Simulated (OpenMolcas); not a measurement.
Pd3+ among 4 point charges of -1 e arranged as a tetrahedron (Td), 1.95 Å from the ion.
```
   1.1258    1.1258    1.1258  -1.00
   1.1258   -1.1258   -1.1258  -1.00
  -1.1258    1.1258   -1.1258  -1.00
  -1.1258   -1.1258    1.1258  -1.00
```

```json
{
 "Program": "OpenMolcas",
 "Method": "CASSCF",
 "Basis": "ANO-RCC-VDZP [6s5p3d1f]",
 "Scalar Hamiltonian": "DKH2, point nucleus",
 "Active space": "7 electrons in 5 orbitals (4d)",
 "State averaging": "2S+1 = 4 even, 10 roots; 2S+1 = 2 even, 40 roots",
 "Spin-orbit coupling": "RASSI with atomic mean-field integrals over the reference wave functions"
}
```

Problem. What is the spin-free ground state (labels of Td)?

Solution. 4A2, 1-fold in its orbital part, 100 % from free-ion F terms; it has the highest spin that d7 allows.

Problem. Where is the first state of the same spin?

Solution. 4T2 at 1800 cm-1 above the ground state.

Problem. What are the lowest two levels with spin-orbit coupling?

Solution. A 4-fold level Γ8, then a 4-fold level Γ8 1315 cm-1 above it. Their leading multiplicities are 4 (98 %) and 4 (97 %).

Problem. What is χT at 300 K, and how does it compare with the textbook value?

Solution. The lowest level has 2S+1 = 4, for which the spin-only value is χT = S(S+1) / 2 = 1.875 cm3 K/mol (g = 2). The computed 4.440 at 300 K differs by +2.565, through orbital momentum, spin-orbit coupling and any other state in reach.

Problem. Which ligand-field parameters describe the states?

Solution. A least-squares ligand-field fit to the states below 45000 cm-1, each weighted by its degeneracy and with a free common offset, gives 10Dq = -1721 cm-1 (negative for this site), B = 986 cm-1 and C = 3964 cm-1 (C/B = 4.02), with an rms deviation of 29 cm-1. 

Spin-orbit coupling mixes the spin-free states strongly: the lowest level takes only 61 % from its leading state, 4A2. Without dynamic correlation the repulsion within the d shell is too large (B by tens of per cent), so at a given field states of lower spin stand too high. The ground term spreads over less than 5000 cm-1, several times less than with real ligands, so orbital moments are less quenched and χT lies further from the spin-only value than at real sites. Point charges carry no covalency, so the field is a model and not that of real ligands. No measured value stands beside these numbers.
